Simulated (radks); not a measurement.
The numbers below are computed, except where a source is named.
Species: Mo. Configuration: [Kr] 4d5 5s1. Code: a radial shooting solver on a logarithmic mesh with Libxc functionals. Model: non-relativistic Kohn-Sham, LB94 model potential, spin-unpolarised, spherical densities, point nucleus; relativity is left out, which matters for an element this heavy.

Normalised radial functions P(r) = r R(r), r in bohr:

```
   r/bohr * 4s, o 4d (the largest magnitude, 1.08, reaches the edge; | marks zero, & curves that meet)
 0.002137                             o*
 0.002468                             o *
  0.00285                             o *
 0.003292                             o *
 0.003832                             o *
 0.004425                             o  *
 0.005111                             o  *
 0.005902                             o  *
 0.006817                             o   *
 0.007872                             o   *
 0.009165                             o    *
  0.01058                             o    *
  0.01222                             o    *
  0.01412                             o    *
   0.0163                             o     *
  0.01898                             o     *
  0.02192                             o    *
  0.02531                             o    *
  0.02924                             o   *
  0.03376                             o  *
  0.03931                             o *
  0.04539                             *o
  0.05242                           * |o
  0.06054                         *   |o
  0.06992                       *     | o
   0.0814                     *       | o
  0.09401                    *        |  o
   0.1086                   *         |   o
   0.1254                    *        |    o
   0.1448                      *      |     o
   0.1672                          *  |      o
   0.1947                             | *     o
   0.2248                             |      * o
   0.2597                             |        o *
   0.2999                             |        o    *
   0.3463                             |      o       *
   0.4032                             |    o      *
   0.4656                             |  o  *
   0.5377                            &|
    0.621                   *    o    |
   0.7172           *        o        |
   0.8349     *          o            |
   0.9643  *          o               |
    1.114   *       o                 |
    1.286      *   o                  |
    1.485          o*                 |
    1.729           o    *            |
    1.997             o       *       |
    2.306               o        *    |
    2.663                  o        * |
    3.076                    o       *|
    3.552                      o      *
    4.136                        o    *
    4.776                          o  *
    5.516                           o *
     6.37                            o*
    7.357                            o*
    8.564                             &
    9.891                             &
    11.42                             &
```

4s: eigenvalue -65.235 eV, 3 radial nodes at r = 0.0468, 0.185, 0.525 bohr, <r> = 1.13 bohr, 90 % of the charge inside 1.66 bohr. 4d: eigenvalue -8.447 eV, 1 radial node at r = 0.521 bohr, <r> = 1.88 bohr, 90 % of the charge inside 3.06 bohr.
